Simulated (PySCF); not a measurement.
C₄H₄. Atoms are numbered in the order given.

```xyz
8

C      0.0000     0.0000     1.9575
C      0.0000     0.0000     0.6371
C      0.0000     0.0000    -0.6371
C      0.0000     0.0000    -1.9575
H      0.0000    -0.9353     2.5286
H      0.0000     0.9353     2.5286
H      0.0000    -0.9353    -2.5286
H      0.0000     0.9353    -2.5286
```

Geometry optimised at B3LYP-D3(BJ)/def2-SVP.

All values below come from TDDFT-CAM-B3LYP/def2-SVPD (PySCF).

Vertical excitations. Isolated molecule, no solvent. State labels are in the subgroup D2h.

| state | symmetry | energy (eV) | λ (nm) | f | main pairs |
|---|---|---|---|---|---|
| S1 | B1g | 3.99 | 311 | 0.000 | HOMO−1→LUMO 99 % |
| S2 | B1u | 5.45 | 228 | 0.449 | HOMO→LUMO 92 % |
| S3 | B1g | 5.85 | 212 | 0.000 | HOMO→LUMO+2 98 % |
| S4 | B2g | 6.72 | 184 | 0.000 | HOMO→LUMO+1 96 % |
| S5 | B2u | 7.15 | 173 | 0.004 | HOMO−1→LUMO+1 95 % |
| S6 | B3u | 7.44 | 167 | 0.064 | HOMO→LUMO+3 95 % |
| S7 | Ag | 7.92 | 157 | 0.000 | HOMO−2→LUMO 96 % |
| S8 | B1u | 7.93 | 156 | 1.459 | HOMO−1→LUMO+2 88 % |
| S9 | B3g | 8.07 | 154 | 0.000 | HOMO−1→LUMO+3 97 % |
| S10 | B2g | 8.46 | 147 | 0.000 | HOMO→LUMO+4 94 % |
| T1 | B1u | 2.70 | 459 | 0 | HOMO→LUMO 97 % |
| T2 | B1g | 3.69 | 336 | 0 | HOMO−1→LUMO 99 % |
| T3 | B1u | 4.93 | 251 | 0 | HOMO−1→LUMO+2 91 % |
| T4 | Ag | 5.45 | 228 | 0 | HOMO−2→LUMO 86 % |
Triplets are in the Tamm–Dancoff approximation, which puts them higher than full response would, so one can lie above its singlet here.
